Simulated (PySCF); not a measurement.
Heteronuclear NMR

Atom-mapped SMILES (the numbers label the heavy atoms): `[N:1]#[C:2][c:3]1[cH:4][cH:5][cH:6][cH:7][c:8]1[OH:9]`. Each H is labelled by its parent atom.

[PySCF: structure optimised with PBE0-D3(BJ)/def2-TZVP; shielding tensors at B97-2/pcSseg-2 (GIAO); relativity neglected; single conformer; gas phase]

(1) What are the ¹⁵N shifts?

(2) Predict the ¹⁷O NMR data.

## Answers

(1) 
```json
{"atoms": "N1", "environment": "nitrile nitrogen", "σ (ppm)": "-54.7", "δ (ppm)": "-99.4"}
```

Shieldings were converted by a linear fit to measured shifts: ¹⁵N: δ = -149.73 − 0.920σ (rms 6.4 ppm, 44 shifts vs CH3NO2, solution or neat liquid). A few per cent of atoms miss by over 2 rms, more outside the fitted compound classes.

On a 500 MHz spectrometer ¹⁵N resonates near 50.7 MHz, so 1 ppm is 50.7 Hz.

(2) 
```json
{"atoms": "O9", "environment": "phenol-type oxygen", "σ (ppm)": "200.4", "δ (ppm)": "84.2"}
```

Shieldings were converted by a linear fit to measured shifts: ¹⁷O (scatter 12.2 ppm rms vs liquid water, solution or neat liquid). A few per cent of atoms miss by over 2 rms, more outside the fitted compound classes.

On a 300 MHz spectrometer ¹⁷O resonates near 40.7 MHz, so 1 ppm is 40.7 Hz.
